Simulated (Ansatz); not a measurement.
Ansatz results at the PBE0-D4/def2-TZVP geometry: HOMO energy (B3LYP/def2-TZVPP) -7.42 eV; HOMO–LUMO gap (PBE0/def2-TZVPP) 5.50 eV; size of the dipole moment (B3LYP/def2-TZVPP) 0.25 D.

(1) Which molecule gave them?
A. `[AlH2][SiH3]`
B. `[CH3][AlH][GeH3]`
C. `C[NH][AlH2]`
D. `C[CH2][AlH][SH]`

## Answers

(1) A. The others give `C[NH][AlH2]`: -6.67, 6.21, 1.25; `[CH3][AlH][GeH3]`: -7.15, 5.67, 1.30; `C[CH2][AlH][SH]`: -7.38, 6.72, 1.86.

B3LYP here is the variant with VWN-RPA as its local correlation; programs differ in this.
